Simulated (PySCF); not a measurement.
H₃B₃Cl₃N₃, charge +1, doublet, at a GFN2-xTB geometry (a state made from the parent by changing its charge; the spin is typed, not shown lowest), with bond 11-6 at 2.0 times its length; B3LYP/STO-3G (PySCF).

Input for PySCF:
```python
from pyscf import gto, scf, dft

mol = gto.M(
    atom='''
Cl   -1.651324   -2.578647   -0.803901
B    -0.749138   -1.169826   -0.364697
N    -1.398382    0.072670   -0.129615
B    -0.679033    1.244044    0.232320
Cl   -1.496793    2.742245    0.512104
N     0.733512    1.145425    0.357090
B     1.428171   -0.074218    0.132377
Cl    3.148117   -0.163598    0.291798
N     0.664870   -1.218095   -0.227475
H    -2.404911    0.124976   -0.222910
H     1.789449    2.794338    0.871144
H     1.143431   -2.094858   -0.391207
''',
    basis='sto-3g',
    charge=1,
    spin=1,
    verbose=4,
)

mf = dft.UKS(mol)
mf.xc = 'b3lyp'
mf.DIIS = scf.EDIIS
mf.kernel()
```

It wrote (shortened):

```
PySCF version 2.14.0

[INPUT] verbose = 4
[INPUT] num. atoms = 12
[INPUT] num. electrons = 89
[INPUT] charge = 1
[INPUT] spin (= nelec alpha-beta = 2S) = 1
[INPUT] symmetry False subgroup None
[INPUT] Mole.unit = angstrom
[INPUT] Symbol           X                Y                Z      unit          X                Y                Z       unit  Magmom
[...]
nuclear repulsion = 599.243428456901
number of shells = 36
number of NR pGTOs = 180
number of NR cGTOs = 60
basis = sto-3g
ecp = {}

******** <class 'pyscf.dft.uks.UKS'> ********
method = UKS
initial guess = minao
damping factor = 0
level_shift factor = 0
DIIS = <class 'pyscf.scf.diis.EDIIS'>
diis_start_cycle = 1
diis_space = 8
diis_damp = 0
SCF conv_tol = 1e-09
SCF conv_tol_grad = None
SCF max_cycles = 50
direct_scf = True
direct_scf_tol = 1e-13
number electrons alpha = 45  beta = 44
XC library pyscf.dft.libxc version 7.1.2
    S. Lehtola, C. Steigemann, M. J. T. Oliveira, and M. A. L. Marques,  SoftwareX 7, 1–5 (2018)
XC functionals = b3lyp
    P. J. Stephens, F. J. Devlin, C. F. Chabalowski, and M. J. Frisch,  J. Phys. Chem. 98, 11623 (1994)
radial grids:
    Treutler-Ahlrichs [JCP 102, 346 (1995); DOI:10.1063/1.469408] (M4) radial grids

becke partition: Becke, JCP 88, 2547 (1988); DOI:10.1063/1.454033
pruning grids: <function nwchem_prune>
grids dens level: 3
symmetrized grids: False
atomic radii adjust function: <function treutler_atomic_radii_adjust>
small_rho_cutoff = 0
Set gradient conv threshold to 3.16228e-05
tot grids = 169912
init E= -1603.92160452289

cycle= 1 E= -1602.83390113009  delta_E= 1.09  |g|= 0.412  |ddm|= 3.54
cycle= 2 E= -1600.82261189038  delta_E= 2.01  |g|= 1.15  |ddm|= 2.79
cycle= 3 E= -1602.69902835327  delta_E= -1.88  |g|= 0.557  |ddm|= 2.89
cycle= 4 E= -1602.81257610286  delta_E= -0.114  |g|= 0.346  |ddm|= 0.76
cycle= 5 E= -1602.81257616686  delta_E= -6.4e-08  |g|= 0.346  |ddm|= 2.76e-07
cycle= 6 E= -1602.81257616531  delta_E= 1.56e-09  |g|= 0.346  |ddm|= 6.71e-09
cycle= 7 E= -1602.81257616475  delta_E= 5.6e-10  |g|= 0.346  |ddm|= 2.42e-09
cycle= 8 E= -1602.81257616539  delta_E= -6.37e-10  |g|= 0.346  |ddm|= 2.75e-09
cycle= 9 E= -1602.81257615689  delta_E= 8.49e-09  |g|= 0.346  |ddm|= 3.67e-08
cycle= 10 E= -1602.81257616481  delta_E= -7.92e-09  |g|= 0.346  |ddm|= 3.42e-08
cycle= 11 E= -1599.61270620741  delta_E=  3.2  |g|= 1.32  |ddm|=    3
cycle= 12 E= -1601.55574108458  delta_E= -1.94  |g|= 1.26  |ddm|= 3.58

[...]

cycle= 19 E= -1602.52445380118  delta_E= 8.61e-10  |g|= 0.599  |ddm|= 3.64e-09

cycle= 20 E= -1599.29677544716  delta_E= 3.23  |g|= 1.42  |ddm|= 3.15
cycle= 21 E= -1594.89193542221  delta_E=  4.4  |g|= 2.17  |ddm|= 6.09
cycle= 22 E= -1601.59486020841  delta_E= -6.7  |g|= 1.26  |ddm|=  5.6
cycle= 23 E= -1601.59486033981  delta_E= -1.31e-07  |g|= 1.26  |ddm|= 1.46e-07
cycle= 24 E= -1601.59486033986  delta_E= -4.73e-11  |g|= 1.26  |ddm|= 4.97e-11
cycle= 25 E= -1601.59486033857  delta_E= 1.29e-09  |g|= 1.26  |ddm|= 1.42e-09
cycle= 26 E= -1601.59486033902  delta_E= -4.53e-10  |g|= 1.26  |ddm|= 5.02e-10
cycle= 27 E= -1601.59486033968  delta_E= -6.63e-10  |g|= 1.26  |ddm|= 7.37e-10
cycle= 28 E= -1601.59486033971  delta_E= -2.36e-11  |g|= 1.26  |ddm|= 2.87e-11
cycle= 29 E= -1591.7702756042  delta_E= 9.82  |g|= 1.91  |ddm|= 4.15
cycle= 30 E= -1582.53220331167  delta_E= 9.24  |g|= 3.27  |ddm|=  8.6
cycle= 31 E= -1593.10124694387  delta_E= -10.6  |g|= 3.19  |ddm|= 8.51
cycle= 32 E= -1601.48814533976  delta_E= -8.39  |g|=  1.3  |ddm|=  3.3
cycle= 33 E= -1601.48814533984  delta_E= -8.23e-11  |g|=  1.3  |ddm|= 9.76e-11
cycle= 34 E= -1601.48814533981  delta_E= 3.32e-11  |g|=  1.3  |ddm|= 1.32e-10
cycle= 35 E= -1601.48814534029  delta_E= -4.83e-10  |g|=  1.3  |ddm|= 7.13e-10
cycle= 36 E= -1601.48814533745  delta_E= 2.84e-09  |g|=  1.3  |ddm|= 5.41e-09
cycle= 37 E= -1601.48814533984  delta_E= -2.39e-09  |g|=  1.3  |ddm|= 5.4e-09
cycle= 38 E= -1590.1972803888  delta_E= 11.3  |g|= 2.22  |ddm|= 4.42
cycle= 39 E= -1578.20923979066  delta_E=   12  |g|= 2.59  |ddm|= 9.43
cycle= 40 E= -1587.51860352574  delta_E= -9.31  |g|= 3.57  |ddm|= 10.2
cycle= 41 E= -1601.44677873821  delta_E= -13.9  |g|= 1.32  |ddm|= 5.52
cycle= 42 E= -1601.44677873859  delta_E= -3.78e-10  |g|= 1.32  |ddm|= 1.03e-08
cycle= 43 E= -1601.44677873896  delta_E= -3.66e-10  |g|= 1.32  |ddm|= 3.35e-09
cycle= 44 E= -1601.44677873892  delta_E= 3.32e-11  |g|= 1.32  |ddm|= 2.6e-10
cycle= 45 E= -1601.44677873524  delta_E= 3.68e-09  |g|= 1.32  |ddm|= 3.06e-08
cycle= 46 E= -1601.44677878039  delta_E= -4.51e-08  |g|= 1.32  |ddm|= 3.64e-07
cycle= 47 E= -1588.617111284  delta_E= 12.8  |g|= 2.55  |ddm|= 5.38
cycle= 48 E= -1575.07346195981  delta_E= 13.5  |g|= 2.58  |ddm|= 10.8
cycle= 49 E= -1586.27286833787  delta_E= -11.2  |g|= 3.56  |ddm|=   11

cycle= 50 E= -1601.54238932472  delta_E= -15.3  |g|=  1.2  |ddm|= 5.65
SCF not converged.
SCF energy = -1601.54238932472 after 50 cycles  <S^2> = 0.75162631  2S+1 = 2.0016256
```

The run did not converge; its last values are not results.
